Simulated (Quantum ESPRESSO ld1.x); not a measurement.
Q: These are the eigenvalues of the occupied orbitals of an atom or ion with whole-number occupations (hartree). Calculated with ld1.x of Quantum ESPRESSO 7.5: Dirac Kohn-Sham, PBE, spin-unpolarised, spherical densities, point nucleus.

| orbital | eigenvalue |
|---|---|
| 1s1/2 | -1542.45 |
| 2s1/2 | -253.960 |
| 2p1/2 | -240.389 |
| 2p3/2 | -222.668 |
| 3s1/2 | -60.3754 |
| 3p1/2 | -54.6080 |
| 3p3/2 | -51.0947 |
| 3d3/2 | -41.0357 |
| 3d5/2 | -40.2790 |
| 4s1/2 | -17.4288 |
| 4p1/2 | -15.2483 |
| 4p3/2 | -14.4598 |
| 4d3/2 | -10.8524 |
| 4d5/2 | -10.7077 |
| 5s1/2 | -7.04879 |

Which element is it, and in what charge state? The configuration may be excited. Open shells, if any, are shared by 2j + 1.

A: Z = 59, praseodymium, charge +11: Pr11+ in [Kr] 4d10 5s2. The list shows which subshells hold electrons but not how many an open one holds; the 1s level, -1542.5 hartree, gives Z - s = 55.5 by -(Z - s)^2/2, which with screening and relativity narrows Z to a few neighbours, and the depths of the outer levels then fix element, charge and occupations together.
